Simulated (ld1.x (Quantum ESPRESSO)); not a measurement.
**Hg (Z = 80), RRKJ: configuration errors across variants**

ld1.x (Quantum ESPRESSO) 7.5 input, shortened:

```
&input
   title='Hg', zed=80., rel=2, dft='PZ', iswitch=3,
   config='[Xe] 4f14 5d10 6s2 6p0', rel_dist='average'
 /
 &inputp
   pseudotype=2, tm=.false., rho0=0.005, lloc=-1, rcloc=1.65,
   nlcc=.false.
 /
3
6S  1  0   2.00   0.00  1.95  1.95  0.0
5P  2  1   6.00   0.00  1.70  1.70  0.0
5D  3  2  10.00   0.00  1.80  1.80  0.0
 &test
   configts(1)='5p6 5d10 6s2 6p0'
 /
```

Open shells are filled in proportion to 2j + 1 (rel_dist='average').

All-electron excitation energies from the reference (eV): (1) 5p6 5d10 6s1 6p0 11.059; (2) 5p6 5d10 6s0 6p0 30.462; (3) 5p6 5d9 6s0 6p0 66.280; (4) 5p6 5d10 6s0 6p1 18.491; (5) 5p6 5d9 6s2 6p1 10.283; (6) 5p6 5d10 6s0 6p2 12.626; (7) 5p6 5d10 6s1 6p1 6.087.

2 further variants failed, have other tests or too few solved ones, and are left out.

A true bound ghost makes a file unfit for plane-wave use even where its test errors are small: the radial tests pick states by their node count and pass the ghost by.

Errors AE − PS in meV (a dash: test not solved or not reliable):

| change | (1) | (2) | (3) | (4) | (5) | (6) | (7) | bound ghosts |
| --- | --- | --- | --- | --- | --- | --- | --- | --- |
| base | -5.3 | -28 | +24 | -264 | -141 | -309 | -113 | s |
| wave 6s (bound): rc 1.95 bohr becomes 6s (bound): rc 2.40 bohr | -5.1 | -26 | +34 | -262 | -142 | -307 | -112 | s |
| core correction a·sin(br)/r model core inside 1.10 bohr | -6.0 | -32 | +15 | -266 | -144 | -311 | -113 | s |
| local potential the s channel | -4.7 | -27 | -54 | -1178 | -861 | -1687 | -671 | none |

(1) Give the same row for: wave 5d (bound): rc 1.80 bohr becomes 5d (bound): rc 1.98 bohr.

Answers

(1) -4.6, -26, +20, -262, -137, -308, -112; bound ghosts: s.
